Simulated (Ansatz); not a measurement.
## What each rung costs, and what it gives

Saddle point of CH₇ClSn, closed shell (SnH₃Cl ([Cl][SnH3]) + CH₄ → CH₆Sn ([CH3][SnH3]) + HCl; bonds formed: Sn1–C7, Cl2–H6; bonds broken: Sn1–Cl2, H6–C7), PBE0-D4/def2-TZVP structure:

Sn1  (-0.715, 0.215, -0.985)
Cl2  (2.168, 0.450, -1.028)
H3  (-0.393, -0.985, -2.129)
H4  (-2.255, -0.101, -0.270)
H5  (-0.614, 1.861, -1.349)
H6  (1.059, 0.039, 0.157)
C7  (0.211, -0.292, 1.122)
H8  (-0.247, -1.279, 1.179)
H9  (-0.382, 0.454, 1.654)
H10  (1.170, -0.362, 1.649)
(Å)

Barriers are electronic and count from the start structure reached by relaxing down the imaginary mode.

Ansatz 0.2.0; basis: as named in each row; cores frozen in the correlated methods. Filled d shells of the heavier atoms are correlated. Core potentials replace the inner electrons of the atoms past krypton. The def2 sets are not built for correlating such inner shells, so the correlated values are less sure here. B3LYP uses VWN-RPA correlation. Extrapolation: Hartree–Fock as exp(−7.88 √X), correlation as X^−2.97.

Times are rough, for one single point on 4 threads of a shared host (Arm Neoverse V1).

The estimate by CCSD(T) at an estimated basis limit (MP2 extrapolated from triple and quadruple zeta, plus CCSD(T) − MP2 in triple zeta) is 239.0 kJ/mol.

| method | basis | time (s) | barrier (kJ/mol) | method less estimate |
| --- | --- | --- | --- | --- |
| SPW92 | def2-SVP | under 1 | 182.0 | -57.0 |
| PBE-D4 | def2-SVP | under 1 | 213.4 | -25.7 |
| PBE0-D4 | def2-SVP | 1 | 231.4 | -7.7 |
| SPW92 | def2-TZVPP | 1 | 178.1 | -60.9 |
| PBE-D4 | def2-TZVPP | 2 | 210.8 | -28.2 |
| BLYP-D4 | def2-TZVPP | 2 | 228.7 | -10.4 |
| B3LYP-D4 | def2-TZVPP | 2 | 241.0 | 1.9 |
| BHLYP-D4 | def2-TZVPP | 2 | 260.3 | 21.2 |
| PBE0-D4 | def2-TZVPP | 3 | 227.1 | -11.9 |
| CAM-B3LYP-D4 | def2-TZVPP | 3 | 248.3 | 9.2 |
| r2SCAN-D4 | def2-TZVPP | 3 | 223.0 | -16.0 |
| CCSD(T) | def2-SVP | 4 | 274.1 | 35.0 |
| r2SCAN0-D4 | def2-TZVPP | 4 | 234.4 | -4.6 |
| wB97M-V | def2-SVP | 4 | 245.4 | 6.3 |
| RPA on PBE | def2-TZVPP | 5 | 249.1 | 10.1 |
| B2PLYP | def2-TZVPP | 5 | 249.6 | 10.6 |
| PBE-QIDH | def2-TZVPP | 5 | 240.1 | 1.0 |
| wB97X-V | def2-TZVPP | 6 | 247.4 | 8.4 |
| B97M-V | def2-TZVPP | 8 | 242.2 | 3.2 |
| wB97M-V | def2-TZVPP | 8 | 241.9 | 2.9 |
| MP2 | def2-QZVPP | 20 | 235.4 | -3.7 |
| CCSD(T) | def2-TZVPP | 110 | 247.8 | 8.7 |

All methods are single points on the PBE0-D4 structures.

No T1 diagnostic of these runs exceeds 0.012.

Labels in which every atom is bracketed show which atoms are joined, not bond orders.
